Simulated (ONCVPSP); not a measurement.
# Potentials for rhodium (Rh) compared

Generated with ld1.x 7.5 (TM, RRKJ, ultrasoft, PAW), atompaw 4.2 or ONCVPSP 4.0.1. The cutoff is in Ry: for ld1.x and atompaw files where the sum of valence levels is converged to 10 mRy in a Bessel basis, for ONCV files where the hardest occupied wave has 1 mHa per electron of residual kinetic energy. The error is the largest all-electron minus pseudo excitation energy over each file’s own four to seven test configurations (ionisations up to +4, promotions, holes and added fractions of an electron), all of which were solved. The labels leave out finer settings (local radius, basis sizes, second energies), which also bear on the numbers. Spin-polarised tests are not counted. The rows are a selection from randomly drawn settings: files with unsolved tests, undetermined cutoffs or missed reference levels are left out.

A true bound ghost makes a file unfit for plane-wave use even where its test errors are small: the radial tests pick states by their node count and pass the ghost by.

| potential | cutoff (Ry) | largest error (meV) | bound ghosts |
| --- | --- | --- | --- |
| ONCV, LDA (Perdew-Zunger), fully relativistic, rc 1.00/1.65/1.35 (spd), local smoothed, core correction yes, reference 4s2 4p6 4d7.5, qcut 6.4/8.1/7.5, projectors 2/2/1 | 354 | +0.9 | none |
| ONCV, LDA (Perdew-Zunger), fully relativistic, rc 1.30/1.70/2.20 (spd), local smoothed, core correction yes, reference 4s2 4p6 4d7 5s2, qcut 8.7/9.6/6, projectors 2/2/2 | 62 | +79 | none |
| ONCV, LDA (Perdew-Zunger), scalar-relativistic, rc 1.55/1.65/1.75 (spd), local smoothed, core correction yes, reference 4s2 4p6 4d8 5s1, qcut 10.1/9/7.3, projectors 2/2/3 | 69 | -84 | none |
| ONCV, PBEsol, scalar-relativistic, rc 1.50/1.05/1.70 (spd), local smoothed, core correction yes, reference 4s2 4p6 4d8 5s1, qcut 7.4/8.7/8.5, projectors 2/3/2 | 85 | -2.2 | p |

(1) Fill in the row for Rh: ONCV, PBEsol, scalar-relativistic, rc 1.75/1.75/1.25 (spd), local smoothed, core correction yes, reference 4s2 4p6 4d7 5s2, qcut 8.7/8.8/7.6, projectors 2/2/1.

Answers

(1) cutoff 56 Ry, largest error -7.3 meV, bound ghosts: none.
